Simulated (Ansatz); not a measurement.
Mulliken charges of CH$_{5}$NOSn, SMILES `N[C](=O)[SnH3]` from ωB97M-V/def2-TZVPP in Ansatz (PBE0-D4/def2-TZVP geometry).

```csv
atom,x (Å),y (Å),z (Å),charge (e)
N1,1.023,1.317,0.075,-0.189
C2,-0.256,0.876,0.064,0.088
O3,-1.212,1.614,0.132,-0.332
Sn4,-0.554,-1.300,-0.084,0.399
H5,1.799,0.684,0.017,0.144
H6,1.198,2.309,0.142,0.142
H7,0.953,-2.115,-0.173,-0.097
H8,-1.460,-1.616,-1.489,-0.078
H9,-1.403,-1.814,1.298,-0.078
```

Problem. By hand: the dipole of these point charges (1 e Å = 4.8032 D).

Solution. Σ q r = (0.526, -0.327, -0.032) e Å, of length 0.620 e Å = 2.98 D.

Problem. How does the dipole of the full density compare? (Estimate.)

Solution. Computed: (0.680, -0.202, -0.025) e Å, 3.41 D; the point charges give 0.87 times that, at 15° from its direction.

Point charges leave out the atoms' own dipoles, such as those of lone pairs, and Mulliken's split depends on the basis, so the close match here is no proof of good charges.
